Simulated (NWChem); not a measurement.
Molecule: C$_{2}$H$_{5}$BO$_{2}$; SMILES B1(COC1)O

```xyz
10

O     -0.0816     1.9481     0.0000
B     -0.0183     0.6094     0.0000
C     -1.0889    -0.5511     0.0000
O     -0.0042    -1.4994     0.0000
C      1.0707    -0.5466     0.0000
H      0.7811     2.3775     0.0000
H     -1.7339    -0.6554     0.8928
H     -1.7339    -0.6554    -0.8928
H      1.7185    -0.6479    -0.8925
H      1.7185    -0.6479     0.8925
```
Atoms are numbered in this order, from 1.

All runs: NWChem. Pople sets run with spherical d functions. All runs use the structure optimised with PBE0/def2-SVP. Vzz is the largest principal value of the second derivative of the potential at the nucleus (NWChem prints the opposite sign); η is the asymmetry. Non-relativistic.

```csv
level,Vzz O1 (a.u.),η O1,Vzz B2 (a.u.),η B2,Vzz O4 (a.u.),η O4
PBE0/6-31G*,1.206,0.03,0.395,0.22,-1.919,0.77
PBE0/def2-SVP,1.240,0.02,0.406,0.22,-1.968,0.79
B3LYP/def2-SVP,1.249,0.04,0.413,0.22,-1.959,0.80
B3LYP/6-31G*,(withheld),0.01,(withheld),0.23,-1.911,0.78
```

Q: Some entries are withheld; supply them.

A: 
- B3LYP/6-31G*, Vzz O1 (a.u.): 1.224
- B3LYP/6-31G*, Vzz B2 (a.u.): 0.402
